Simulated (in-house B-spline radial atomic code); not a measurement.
Inner-shell binding energies (edges) and X-ray emission energies of free atoms and ions, as differences of relaxed hole-state energies with first-order Breit, QED and recoil terms, without correlation or multiplet splittings, in NIST's listed ground configurations. For neutral atoms such line energies lie within some 1 to 5 eV of tabulated X-ray lines (up to 20 eV for the heaviest). Removing outer electrons raises all edges nearly alike, so lines move far less than edges. K = 1s, L2 = 2p1/2, L3 = 2p3/2, M3 = 3p3/2. A dash marks a subshell that is part filled or wasn't run, or a line left out. Computed with an all-electron radial atomic-structure program (B-spline basis): Dirac-Hartree-Fock, average of the configuration, finite nuclei.

```csv
ion,configuration,K edge (eV),L3 edge (eV),K-L3 (eV),K-L2 (eV),K-M3 (eV)
Zn,[Ar] 3d10 4s2,9666.54,1028.47,8638.08,8614.7,9569.5
Zn2+,[Ar] 3d10,9689.63,1051.16,8638.47,8615.08,9569.92
Zn3+,[Ar] 3d9,9713.75,1075.93,8637.82,8614.45,9572.17
Zn4+,[Ar] 3d8,9741,1103.87,8637.13,8613.76,9575.41
Zn5+,[Ar] 3d7,9771.17,1134.75,8636.42,8613.05,9579.68
Zn6+,[Ar] 3d6,9804.11,1168.39,8635.72,8612.35,9585
Zn7+,[Ar] 3d5,9839.75,1204.68,8635.06,8611.68,9591.41
```
